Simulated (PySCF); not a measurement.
Planning an excited-state job on `F[C@]12CC[C@H](C1)C2`.

Method: TDDFT wB97X-D/def2-SVPD, vertical, gas phase, core orbitals frozen in the response (PySCF 2.14.0, density-fitted response routines). Geometry: PBE0-D3(BJ)/def2-SVP. Work: 10 singlets by full TDDFT, 4 Tamm–Dancoff triplets, polarisability, ΔSCF ions, density and orbital grids written, density fitting. The input is one job of a driver script: a line of settings, then coordinates in Å.

Command:
```bash
OMP_NUM_THREADS=1 python probes_run.py task.json out
```

Input:
```
{"job": {"kind": "uv", "xc": "wB97X-D", "basis": "def2-SVPD", "ip": true, "dynamic": false}, "charge": 0, "multiplicity": 1}
F     -1.061702    -2.033741    -0.165440
C     -0.588768    -0.771312    -0.020870
C      0.911295    -0.595988    -0.248297
C      0.992899     0.929619     0.009973
C     -0.487927     1.205104     0.317759
C     -0.846980     0.034137     1.261441
C     -1.203216     0.404860    -0.795364
H      1.202438    -0.887768    -1.268292
H      1.499596    -1.196164     0.461803
H      1.648234     1.185510     0.855854
H      1.343285     1.491377    -0.868539
H     -0.776757     2.236795     0.553702
H     -0.205681    -0.154345     2.136568
H     -1.908697     0.026697     1.545748
H     -0.895646     0.562805    -1.841105
H     -2.298053     0.431772    -0.701264
```

Hardware: Arm Neoverse N1, one thread, on a shared host. PySCF's memory limit was set to 1280 MB.

The basis has 215 functions.

Q: What wall time should be expected on this hardware?

A: About 6.2 min. The SCF took 12 cycles.

Q: How much memory does it need at the peak?

A: About 0.94 GiB. Peak memory is the resident size of the whole Python process, interpreter and libraries included.

Q: At this speed, how long would 5000 such jobs take on 64 cores, one job a core?

A: 5000/64 gives 79 rounds of 6.2 min, about 8.2 h of wall time and 520 core-hours, if the jobs don't slow each other.

The host was shared with other jobs, so the times are rough.

The run converged: HOMO -10.40 eV, LUMO 2.34 eV; lowest singlet 8.74 eV; lowest triplet 8.62 eV (Tamm–Dancoff); mean polarisability 65.3 au.
